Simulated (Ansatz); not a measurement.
C4H9B, SMILES `B/C=C/CC`. The species carries charge 0 and has multiplicity 1. The geometry is a stationary point of PBE0-D4/def2-TZVP. It is one conformer, not always the lowest.

```xyz
14

B     1.143   -1.924   -1.603
C     0.930   -0.519   -1.047
C    -0.192   -0.209   -0.373
C    -0.525    1.108    0.230
C    -0.789    1.002    1.730
H     0.292   -2.752   -1.428
H     2.131   -2.225   -2.208
H     1.670    0.271   -1.174
H    -0.938   -0.993   -0.236
H    -1.429    1.493   -0.260
H     0.277    1.823    0.030
H    -1.600    0.300    1.939
H     0.100    0.653    2.258
H    -1.070    1.973    2.143
```

(1) What is the dipole moment at r2SCAN/def2-TZVPP? (Estimate.)

(2) And with PBE, B3LYP, ωB97M-V? (Estimate.)

(3) Give the Mulliken charges with r2SCAN, ωB97M-V, B3LYP in def2-TZVPP. (An estimate is asked.)

Answers

(1) Computed: 2.36 D, with components (-1.07, 1.74, 1.19) D in this frame, pointing from negative to positive charge.

(2) Ansatz gave: PBE 2.41 D, B3LYP 2.25 D, ωB97M-V 2.15 D.

(3) Ansatz gave: 
```csv
atom,r2SCAN,ωB97M-V,B3LYP
B1,-0.01,-0.17,-0.09
C2,-0.23,-0.18,-0.19
C3,0.02,-0.04,-0.02
C4,0.03,-0.12,-0.05
C5,-0.13,-0.30,-0.24
H6,-0.02,0.05,0.01
H7,-0.01,0.06,0.02
H8,0.06,0.09,0.09
H9,0.09,0.12,0.11
H10,0.03,0.10,0.07
H11,0.02,0.07,0.06
H12,0.04,0.10,0.08
H13,0.05,0.11,0.09
H14,0.05,0.11,0.08
```

B3LYP here is the variant with VWN-RPA as its local correlation; programs differ in this.
